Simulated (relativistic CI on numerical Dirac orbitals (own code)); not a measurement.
Computed by Dirac-Coulomb-Breit CI, KLI orbitals optimised for each configuration, a model potential for QED, unscaled Slater integrals (own radial code, finite nucleus).

The strongest absorption lines from the ground level of an ion, among the configurations computed and to levels below about 4390 eV (vacuum wavelength in Å, gf): 3.5822 (0.44), 4.1142 (0.6), 4.1245 (0.76), 4.4596 (5.8), 4.6243 (2.6), 4.9083 (0.38), 5.4746 (0.27), 5.6298 (0.17).

(1) Which ion is it?
A. Ir L
B. Ac LXII
C. Ta XLVI
D. Tl LIV

Answers

(1) D. Tl LIV has 28 electrons and the ground level 3s2.3p6.3d10 1S_0; the strongest line goes to 3s2.3p6.3d9.4f 1P°_1. The pattern of lines fixes the number of electrons, and along that sequence the line energies rise steadily with the charge (about as its square where n changes within one kind of shell, about linearly where n is kept but much faster in heavy ions where fine structure, which grows about as Z⁴, sets the gap, and irregularly where shells cross), which fixes Z. Configurations outside the model, such as inner-shell arrays, can give stronger lines. At this charge energies of transitions that change n are usually good to better than 1 %, and those within a shell (Δn = 0) to a few per cent.

LS names give the leading component of a level, which can be under half, so a name can repeat, a term be missing and a line seem to break the LS rules.
